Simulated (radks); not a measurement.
The numbers below are computed, except where a source is named.
All-electron atom: Pr III in [Xe] 4f1 5d2 (not the ground configuration). Level of theory: scalar-relativistic Kohn-Sham, r2SCAN, spin-polarised, spherical densities, finite nucleus; open shells are filled with parallel spins first (spin-orbit coupling, left out, can overturn this in heavy ions); meta-GGA in the generalised Kohn-Sham scheme; Fermi nuclear charge, rms radius 4.8919 fm (a radial shooting solver on a logarithmic mesh with Libxc functionals).

Normalised radial functions P(r) = r R(r), r in bohr:

r         5p down  5d down
0.001745   0.0020   0.0000
0.002347   0.0033   0.0000
0.00313    0.0055   0.0000
0.004175   0.0090   0.0001
0.005568   0.0146   0.0002
0.007426   0.0236   0.0005
0.009984   0.0381   0.0010
0.01332    0.0592   0.0023
0.01776    0.0891   0.0048
0.02369    0.1279   0.0100
0.0316     0.1718   0.0202
0.04248    0.2094   0.0394
0.05666    0.2150   0.0709
0.07557    0.1592   0.1177
0.1008     0.0225   0.1745
0.1344    -0.1673   0.2205
0.1807    -0.3090   0.2153
0.2411    -0.2495   0.1157
0.3215     0.0482  -0.0780
0.4288     0.3941  -0.2824
0.5719     0.4460  -0.3476
0.7628     0.0483  -0.1697
1.026     -0.5556   0.2059
1.368     -0.8967   0.5667
1.824     -0.8055   0.7340
2.433     -0.4694   0.6521
3.246     -0.1762   0.4263
4.364     -0.0375   0.2091
5.82      -0.0043   0.0720
7.762     -0.0002   0.0153

5p down: eigenvalue -39.434 eV, 3 radial nodes at r = 0.105, 0.310, 0.782 bohr, <r> = 1.66 bohr, 90 % of the charge inside 2.40 bohr. 5d down (empty): eigenvalue -14.609 eV, 2 radial nodes at r = 0.290, 0.882 bohr, <r> = 2.31 bohr, 90 % of the charge inside 3.50 bohr.
